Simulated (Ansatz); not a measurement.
`CBCC[SiH3]` + H₂ → `BCC[SiH3]` + CH₄  (hydrogenolysis of a B–C bond)

Gas-phase electronic energies from Ansatz, PBE0-D4/def2-TZVP geometries. CCSD(T)/CBS adds triple-zeta CCSD(T) − MP2 to the extrapolated MP2 energy (def2 sets, frozen cores). This one scheme is used for every species. DFT in def2-TZVPP. Each species was taken in one conformer, which may not be the lowest.

`CBCC[SiH3]`:

Z-matrix (Å, degrees):
```
C
B 1 1.558
H 1 1.102 2 105.6
H 1 1.093 2 113.8 3 -114.7
H 1 1.093 2 115.0 3 117.5
C 2 1.559 1 122.9 3 -106.5
H 2 1.204 1 118.9 3 77.1
C 6 1.553 2 101.7 1 -92.6
H 6 1.093 2 114.1 1 150.0
H 6 1.095 2 113.9 1 24.9
Si 8 1.876 6 111.8 2 -179.4
H 8 1.096 6 110.8 2 -58.3
H 8 1.096 6 110.9 2 59.5
H 11 1.488 8 109.7 6 59.5
H 11 1.488 8 109.8 6 -59.6
H 11 1.489 8 111.4 6 -180.0
```

H₂:

```xyz
2

H    -0.102   -0.335    0.128
H     0.102    0.335   -0.128
```

`BCC[SiH3]`:

```xyz
13

B     0.765   -1.722    0.971
C     0.811   -0.207    0.676
C    -0.418   -0.196   -0.285
Si   -0.755    1.538   -0.921
H     1.316   -2.497    0.241
H     0.065   -2.146    1.846
H     1.694    0.149    0.141
H     0.615    0.451    1.525
H    -0.255   -0.853   -1.147
H    -1.321   -0.557    0.221
H     0.438    2.038   -1.656
H    -1.025    2.445    0.227
H    -1.929    1.557   -1.837
```

CH₄:

Cartesian coordinates in Å:
```
C 0.000 0.000 0.000
H -0.424 0.439 -0.902
H 0.528 -0.918 -0.256
H -0.800 -0.226 0.705
H 0.696 0.705 0.454
```

| level | ΔE (kJ/mol) |
| --- | --- |
| r2SCAN-D4 | -13.1 |
| PBE0-D4 | -14.5 |
| ωB97X-V | -16.8 |
| PBE0 | -18.8 |
| HF/def2-QZVPP | -35.7 |
| SCS-MP2/def2-QZVPP | -18.8 |
| HF/CBS(def2) | -35.7 |
| MP2/CBS(def2) | -13.0 |

(1) What does CCSD(T)/CBS give? (An estimate is asked.)

Largest T1 diagnostic among the species: 0.011.

## Answers

(1) Computed: -15.8 kJ/mol. The listed levels differ from it by 2.7, 1.3, -1.0, -3.0, -19.9, -3.0, -19.9, 2.8 kJ/mol.

In def2-TZVPP, CCSD(T) changes the Hartree–Fock value by +18.0 kJ/mol (the triples alone add +3.2 kJ/mol) and MP2 by +20.8 kJ/mol. The D4 term adds +7.4 kJ/mol with B3LYP and +4.3 kJ/mol with PBE0; it sums over pairs of atoms, weighted by their polarisabilities, and B3LYP, whose exchange is more repulsive, gets the larger term.

CCSD(T)/CBS has its own doubt, a few kJ/mol and more with outer-core shells, so smaller differences from it don't rank the levels.

B3LYP here is the variant with VWN-RPA as its local correlation; programs differ in this.
